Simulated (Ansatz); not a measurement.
`C[O][GeH][OH]`, charge 0, multiplicity 2.

Give a relaxed structure at PBE0-D4/def2-TZVP (Ansatz 0.2.0). (An estimate is asked.)

Ansatz gave: 
Cartesian coordinates in Å:
```
C -1.494 0.121 0.267
O -0.224 -0.484 0.223
Ge 1.246 0.501 -0.017
O 2.518 -0.717 -0.235
H -1.661 0.805 -0.575
H -1.652 0.674 1.200
H -2.245 -0.672 0.212
H 1.149 1.266 -1.383
H 2.361 -1.495 0.308
```
This is one stationary point; other conformers may exist.
